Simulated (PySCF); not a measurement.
# Bonding in `C[C@@H]1C[C@@]1(C)C(=O)F`

Species: C6H9FO.
Numbering: `[CH3:1][C@@H:2]1[CH2:3][C@@:4]1([CH3:5])[C:6](=[O:7])[F:8]` (hydrogens: H9, H10, H11 on C1; H12 on C2; H13, H14 on C3; H15, H16, H17 on C5)

Cartesian coordinates in Å at the GFN2-xTB level; atoms count from 1:
```
atom  x, y, z in Å
C1     1.9543   -0.2815   -0.1157
C2     0.7655    0.6352   -0.2230
C3    -0.0368    1.0190    0.9679
C4    -0.6489    0.0823   -0.0598
C5    -0.8813   -1.3744    0.2760
C6    -1.6771    0.6263   -0.9487
O7    -2.6083    0.0876   -1.4426
F8    -1.4774    1.9617   -1.2181
H9     2.0537   -0.8859   -1.0153
H10    2.8594    0.3125   -0.0040
H11    1.8732   -0.9437    0.7411
H12    0.8773    1.3908   -0.9922
H13   -0.4271    2.0231    1.0363
H14    0.2127    0.5766    1.9206
H15   -1.9280   -1.5280    0.5312
H16   -0.6488   -2.0046   -0.5806
H17   -0.2694   -1.6851    1.1171
```

Bond orders from the PBE0/pcSseg-1 density (PySCF). Isolated species at its GFN2-xTB geometry (one conformer only).

Q: How far do the computed orders between heavy atoms stray from the drawn ones?

A: The largest departure is 0.149, at C4–C2 (drawn single, 0.851). Drawn single, order below 0.88: C4–C2 (0.851).

Q: Give the Mayer order of every bond, beside its length.

A: 
| bond | drawn as | length (Å) | Mayer order |
| --- | --- | --- | --- |
| C1–C2 | single | 1.505 | 1.058 |
| C2–C3 | single | 1.486 | 0.938 |
| C3–C4 | single | 1.519 | 0.884 |
| C4–C5 | single | 1.513 | 1.053 |
| C4–C6 | single | 1.464 | 0.994 |
| C6–O7 | double | 1.184 | 2.084 |
| C6–F8 | single | 1.377 | 0.939 |
| C4–C2 | single | 1.527 | 0.851 |
| C1–H9 | single | 1.088 | 0.960 |
| C1–H10 | single | 1.088 | 0.958 |
| C1–H11 | single | 1.086 | 0.956 |
| C2–H12 | single | 1.084 | 0.946 |
| C3–H13 | single | 1.079 | 0.948 |
| C3–H14 | single | 1.080 | 0.952 |
| C5–H15 | single | 1.088 | 0.950 |
| C5–H16 | single | 1.089 | 0.956 |
| C5–H17 | single | 1.086 | 0.950 |

Bonds between the same two heavy elements. C–C: lowest C4–C2 (0.851, 1.527 Å), highest C1–C2 (1.058, 1.505 Å); in 4 of the 15 pairs the longer bond (by over 0.003 Å) has the higher order (by 0.02 or more).

Q: Sum the orders of all bonds at each heavy atom with more than one neighbour and set the sums beside the valence in the SMILES.

A: C1 3.932 (drawn 4), C2 3.793 (drawn 4), C3 3.722 (drawn 4), C4 3.782 (drawn 4), C5 3.909 (drawn 4), C6 4.017 (drawn 4). Orders between atoms that aren't bonded are not in these sums.

The Mayer order sums products of elements of PS (density times overlap matrix) between the two atoms' basis functions, so it depends on the basis set.
